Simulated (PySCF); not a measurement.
From one molecule to another.

First species: n-Pr2O, C6H14O.
SMILES with atom numbers: `[CH3:1][CH2:2][CH2:3][O:4][CH2:5][CH2:6][CH3:7]` (hydrogens: H8, H9, H10 on C1; H11, H12 on C2; H13, H14 on C3; H15, H16 on C5; H17, H18 on C6; H19, H20, H21 on C7)

Second species: 2,3-dimethyl-1-butanol, C₆H₁₄O.
SMILES: `CC(C)[C@H](C)CO`

Levels: PBE0/pcSseg-1 for dipole moment, HOMO energy, LUMO energy and HOMO–LUMO gap; GFN2-xTB for rotational constant A and rotational constant C. Geometries: GFN2-xTB. All species are isolated and taken at one optimised geometry, non-relativistic unless stated; the electronic structure was computed with PySCF and density fitting.

The conformers computed, where there is a choice (atom-mapped SMILES and torsion angles):
- `[CH3:1][CH2:2][CH2:3][O:4][CH2:5][CH2:6][CH3:7]`: C1–C2–C3–O4 -179°, C2–C3–O4–C5 -164°, C3–O4–C5–C6 -70°, O4–C5–C6–C7 -172°
- `[CH3:1][CH:2]([CH3:3])[C@H:4]([CH3:5])[CH2:6][OH:7]`: C1–C2–C4–C5 48°, C2–C4–C6–O7 -62°, H–O7–C6–C4 180°

Values for the first species:

- Dipole moment: 1.22 D
- HOMO energy: -7.15 eV
- LUMO energy: 1.54 eV
- HOMO–LUMO gap: 8.69 eV
- Rotational constant A: 8.537 GHz
- Rotational constant C: 0.855 GHz

Task: Estimate the same properties for the second species, and the change in each.

Result: 
| property | first | second | second less first |
| --- | --- | --- | --- |
| dipole moment | 1.22 D | 1.51 D | +0.29 D |
| HOMO energy | -7.15 eV | -7.64 eV | -0.49 eV |
| LUMO energy | 1.54 eV | 1.40 eV | -0.14 eV |
| HOMO–LUMO gap | 8.69 eV | 9.04 eV | +0.35 eV |
| rotational constant A | 8.537 GHz | 3.129 GHz | -5.408 GHz |
| rotational constant C | 0.855 GHz | 1.583 GHz | +0.728 GHz |

On the first: In atomic units the dipole is 0.48 e·bohr (1 au = 2.5417 D).

On the second: The dipole equals about 5.0 × 10⁻³⁰ C·m (1 D = 3.33564 × 10⁻³⁰ C·m).
